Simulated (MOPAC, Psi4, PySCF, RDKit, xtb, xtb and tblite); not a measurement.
Two geometries of C₁₂H₆F₂S₂, SMILES Fc1cccc(F)c1-c1cc2sccc2s1, relaxed at GFN2-xTB with one dihedral held; other torsions can differ between them too.

Structure A

```
22

F     -1.5044    -0.5709    -1.8856
C     -2.0297    -0.0852    -0.7442
C     -3.3878     0.1604    -0.7096
C     -3.9556     0.6767     0.4422
C     -3.1609     0.9406     1.5438
C     -1.8053     0.6853     1.4784
F     -1.0600     0.9400     2.5701
C     -1.1834     0.1564     0.3432
C      0.2460    -0.0895     0.2714
C      0.8763    -1.1111    -0.3871
C      2.2718    -1.0058    -0.2851
S      3.6126    -1.9358    -0.8553
C      4.7151    -0.8193    -0.1224
C      4.1079     0.2080     0.5248
C      2.7052     0.1036     0.4342
S      1.3735     1.0305     1.0131
H     -3.9800    -0.0479    -1.5862
H     -5.0147     0.8743     0.4803
H     -3.5742     1.3418     2.4551
H      0.3641    -1.9024    -0.9017
H      5.7669    -1.0013    -0.2213
H      4.6284     0.9952     1.0377
```

Structure B

```
22

F      1.5658    -0.5284    -1.9113
C      2.0683    -0.0512    -0.7589
C      3.4293     0.1715    -0.6654
C      3.9502     0.6699     0.5159
C      3.1174     0.9435     1.5869
C      1.7610     0.7091     1.4607
F      0.9552     0.9794     2.5032
C      1.1934     0.1992     0.2954
C     -0.2512    -0.0203     0.1771
C     -1.2154     0.9246     0.0024
C     -2.4993     0.3467    -0.0272
S     -4.1063     0.9484    -0.2234
C     -4.7404    -0.6565    -0.0733
C     -3.7894    -1.6060     0.1153
C     -2.5016    -1.0319     0.1416
S     -0.8976    -1.6389     0.3373
H      4.0586    -0.0426    -1.5141
H      5.0102     0.8482     0.6016
H      3.5012     1.3349     2.5151
H     -1.0136     1.9741    -0.1081
H     -5.8016    -0.7938    -0.1363
H     -3.9914    -2.6547     0.2291
```

Task: Which is lower in energy at the level Psi4 with PBE0-D3(BJ)/def2-SVP // GFN2-xTB, and by how much?

Result: A is lower, by 1.94 kcal/mol (dihedral C2–C8–C9–S16: 140° in A, 80° in B).

E(B) − E(A) in kcal/mol at the other levels, on the same two geometries: GFN2-xTB (xtb and tblite) 2.20; MMFF94 // GFN2-xTB (RDKit) -0.52; PBE0/def2-SVP // GFN2-xTB (Psi4) 1.87; PBE/def2-SVP // GFN2-xTB (Psi4) 2.39; PBE-D3(BJ)/def2-SVP // GFN2-xTB (Psi4) 2.50; UFF // GFN2-xTB (RDKit) 2.09; AM1, restricted, heats of formation // GFN2-xTB (MOPAC) -1.05; PM6, restricted, heats of formation // GFN2-xTB (MOPAC) 0.17; GFN1-xTB // GFN2-xTB (xtb) 2.88; restricted B3LYP/6-31G*, spherical d, density fitting // GFN2-xTB (PySCF) 2.09.
